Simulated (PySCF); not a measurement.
Species: [Sn(OH)6]2- (charge -2).
Bonds: Sn1–O2, Sn1–O4, Sn1–O6, Sn1–O8, Sn1–O10, Sn1–O12. Hydrogens: H3 on O2; H5 on O4; H7 on O6; H9 on O8; H11 on O10; H13 on O12.

Theory: PBE0-D3(BJ)/def2-SVP geometry optimisation, gas phase, def2 core potentials past Kr in PySCF.

Question: Give the optimised bond lengths and angles.

Answer: 
| bond | length (bohr) |
| --- | --- |
| Sn1–O2 and 5 like bonds | 3.979 |
| O2–H3 and 5 like bonds | 1.831 |

Bonds in one row agree within 0.02 bohr and their mean is given. A selection of angles:
| angle | degrees |
| --- | --- |
| O2–Sn1–O4 | 179.8 |
| O2–Sn1–O6 | 85.0 |
| O2–Sn1–O8 | 95.2 |
| Sn1–O2–H3 | 91.9 |

Torsions: H7–O6–Sn1–O2 -8° (synperiplanar); H9–O8–Sn1–O2 -172° (antiperiplanar); H11–O10–Sn1–O2 -87° (synclinal); H13–O12–Sn1–O2 -93° (anticlinal).

Sn1 (tin bonded to 6 O) is octahedral (the three widest angles are 179.9°, 179.8° and 179.8°, the others run from 84.6° to 95.2°). All 6 O–Sn bonds measure 2.104 to 2.106 Å.

Point group: S6 (tolerance 0.08 Å). Not checked by PBE0-D3(BJ)/def2-SVP frequencies. Whether so highly charged an anion holds all its electrons in the gas phase wasn't checked; a finite basis holds them in any case. No counter-ion or solvent screens the charge of this multiply charged ion. The geometry's basis has no diffuse functions, a weakness for an anion.
